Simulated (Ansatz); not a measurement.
`CC1N=C[Se]1` → 3 C• + 5 H• + N• + Se•  (atomization)

Isolated molecules relaxed with PBE0-D4/def2-TZVP in Ansatz; ΔE leaves out vibrations. CCSD(T)/CBS is the MP2 limit (def2-TZVPP, def2-QZVPP) plus CCSD(T) − MP2 in def2-TZVPP, frozen cores. This one scheme is used for every species, atoms too. For atomizations the MP2-based limit and the directly extrapolated one differ by several kJ/mol either way, and by 10 to 25 for some Ge, Se and Sn compounds, so smaller differences from it don't rank the levels. DFT in def2-TZVPP. B3LYP here is the variant with VWN-RPA as its local correlation; programs differ in this. Open shells (•) are unrestricted, without spin–orbit coupling. Spin–orbit coupling would lower the free atoms: a little for C; clearly for Se. Bonds to Se are less sure, by a few kJ/mol each and by 10 to 20 or more in all where they break to atoms, as the def2 sets lack core-valence functions. Scalar relativity is left out up to krypton.

`CC1N=C[Se]1`:

Cartesian coordinates in Å:
```
C 0.265 -0.108 -1.362
C 0.042 0.525 -0.022
N -1.100 0.012 0.713
C -0.508 -0.394 1.762
Se 1.324 -0.011 1.450
H 1.178 0.269 -1.827
H 0.335 -1.193 -1.273
H -0.582 0.133 -2.012
H 0.019 1.616 -0.062
H -0.973 -0.851 2.632
```

```
        level  ΔE (eV)
    r2SCAN-D4    40.56
       B97M-V    40.45
 CAM-B3LYP-D4    40.45
       r2SCAN    40.50
        B3LYP    40.06
      r2SCAN0    39.64
  HF/def2-SVP    27.90
MP2/CBS(def2)    41.33
```

Problem. What does CCSD(T)/CBS give? (Best estimate.)

Solution. Ansatz gave: +40.41 eV. The listed levels differ from it by 0.15, 0.04, 0.04, 0.09, -0.35, -0.77, -12.51, 0.92 eV.

Largest T1 diagnostic among the species: 0.012.

Leaving LDA and LC-ωPBE aside and taking each functional with its dispersion term where it has one, the values, not all of them listed here, spread over 3.24 eV, from BHLYP-D4 to PBE-D4. LDA lies +5.57 eV from PBE without D4, its usual overbinding. From r2SCAN to r2SCAN0 (25 % exact exchange), in def2-TZVPP and without D4, ΔE moves by −0.86 eV: exact exchange takes away binding that semilocal exchange gives to molecules.
